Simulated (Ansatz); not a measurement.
F₂H₂N₂W, SMILES `[NH]=[W](=[NH])([F])[F]`. The species carries charge 0 and has multiplicity 1. W takes the def2 core potential.

Cartesian coordinates in Å:
```
N -0.331 1.199 -0.839
W 0.374 0.140 0.347
N -0.329 -1.446 0.228
F 2.198 -0.009 -0.025
F -0.027 0.823 2.039
H -0.943 1.446 -1.600
H -0.942 -2.153 -0.148
```

(1) What are the harmonic wavenumbers in cm⁻¹ at PBE0-D4/def2-TZVP (Ansatz, finite differences of forces, unscaled)? (Best estimate.)

(2) Is this a minimum?

(3) Give the ideal-gas thermochemistry at 298.15 K and 1 bar (rigid rotor, harmonic oscillator; point group C2v, symmetry number 2).

(4) And at 400, 500, 600, 800 and 1000 K?

Answers

(1) Computed: 178, 234, 248, 267, 306, 430, 592, 609, 677, 689, 722, 1010, 1058, 3659, 3663.

(2) Yes, all 15 modes are real.

(3) Zero-point energy 85.8 kJ/mol; H(298) − E = 104.8 kJ/mol; entropy 332.7 J/(mol·K), of which translation 177.8, rotation 105.6, vibration 49.3; G(298) − E = 5.6 kJ/mol.

(4) 
| T (K) | H − E (kJ/mol) | S (J/mol/K) | G − E (kJ/mol) |
| --- | --- | --- | --- |
| 400 | 115.6 | 363.6 | -29.9 |
| 500 | 127.2 | 389.4 | -67.5 |
| 600 | 139.4 | 411.8 | -107.6 |
| 800 | 165.3 | 449.0 | -193.8 |
| 1000 | 192.3 | 479.1 | -286.7 |
